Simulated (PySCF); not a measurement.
# allylbenzene: 4 charge schemes on one density

Species: allylbenzene, C9H10.
Z-matrix (Å and degrees, GFN2-xTB geometry), rows numbered from 1:
```
C 
C   1  1.3192
C   2  1.5004  1  124.45
C   3  1.5064  2  109.30  1  -117.47
C   4  1.3892  3  120.06  2    81.40
C   5  1.3829  4  120.58  3  -178.40
C   6  1.3847  5  120.11  4     0.24
C   7  1.3839  6  119.70  5     0.17
C   8  1.3840  7  120.11  6    -0.19
H   1  1.0768  2  122.10  3   178.98
H   1  1.0782  2  121.79  3    -1.42
H   2  1.0825  1  120.55  3  -178.35
H   3  1.0915  2  109.69  1     3.45
H   3  1.0931  2  109.34  1   122.64
H   5  1.0809  4  119.39  3     1.66
H   6  1.0803  5  119.89  4  -179.75
H   7  1.0800  6  120.14  5  -179.86
H   8  1.0804  7  120.05  6   179.88
H   9  1.0815  4  119.66  3    -1.95
```

Density: PBE0/pcSseg-1 (PySCF); schemes: Mulliken, IAO, Hirshfeld and ESP-fitted. Isolated species at its GFN2-xTB geometry (one conformer only).

Q: Atoms with like bonding are taken together and averaged. For which atoms does the sign change between the 4 schemes (beyond +0.03 e in one, beyond −0.03 e in another)?

A: C2 and C4. Atomic charges aren't observables, and each scheme defines them in its own way.

Q: Which atoms carry the highest charge in the Mulliken, IAO, Hirshfeld and ESP-fitted schemes?

A: The schemes don't all agree: Mulliken H13/H14 (+0.127); IAO H16/H18 and H17 (+0.152); Hirshfeld H16/H18 and H17 (+0.049); ESP-fitted H11 (+0.220).

Q: Give the atomic charges in each scheme.

A: In e; atoms taken as equivalent share a row and are averaged (×n: the atom named and its like, n in all):

```tsv
atom	environment	Mulliken	IAO	Hirshfeld	ESP-fitted
C1	terminal =CH2 carbon	-0.152	-0.328	-0.109	-0.570
C2	alkene CH carbon	-0.202	-0.121	-0.035	+0.072
C3	benzylic-type carbon	-0.070	-0.265	-0.068	-0.352
C4	substituted aromatic carbon	-0.301	+0.014	+0.009	+0.202
C5/C9	aromatic CH carbon	-0.010	-0.160	-0.053	-0.245
C6/C8	aromatic CH carbon	-0.075	-0.149	-0.050	-0.123
C7	aromatic CH carbon	-0.079	-0.158	-0.054	-0.155
H10	vinylic hydrogen	+0.116	+0.151	+0.045	+0.200
H11	vinylic hydrogen	+0.105	+0.141	+0.042	+0.220
H12	vinylic hydrogen	+0.106	+0.145	+0.043	+0.109
H13/H14	methylene hydrogen	+0.127	+0.145	+0.046	+0.134
H15/H19	aromatic hydrogen	+0.064	+0.146	+0.047	+0.166
H16/H18	aromatic hydrogen	+0.089	+0.152	+0.049	+0.137
H17	aromatic hydrogen	+0.087	+0.152	+0.049	+0.137
```

Mean size of the charges over all atoms: ESP-fitted 0.191 e, IAO 0.157 e, Mulliken 0.103 e, Hirshfeld 0.050 e. Each set sums to the total charge, 0, to within 0.001 e. The IAO scheme projects the occupied orbitals on a minimal set of polarised atomic orbitals and counts the electrons in each atom's part of it.

Some averages cover members that differ in this geometry: C5/C9, Mulliken -0.026 to +0.006 e.

Q: How many electrons does the ESP-fitted scheme count on C5?

A: Its own charge is -0.240 e, so Z − q = 6.240.

Q: How closely do the schemes follow one another over all atoms?

A: Correlation coefficient and root-mean-square difference: IAO with Hirshfeld 1.00, 0.115 e; Hirshfeld with ESP-fitted 0.92, 0.172 e; IAO with ESP-fitted 0.92, 0.094 e; Mulliken with IAO 0.70, 0.119 e; Mulliken with Hirshfeld 0.69, 0.093 e; Mulliken with ESP-fitted 0.44, 0.199 e.

Q: Sum the charges by element.

A: 
```
element  atoms  Mulliken     IAO  Hirshfeld  ESP-fitted
      C      9    -0.974  -1.476     -0.464      -1.539
      H     10    +0.974  +1.476     +0.464      +1.539
```
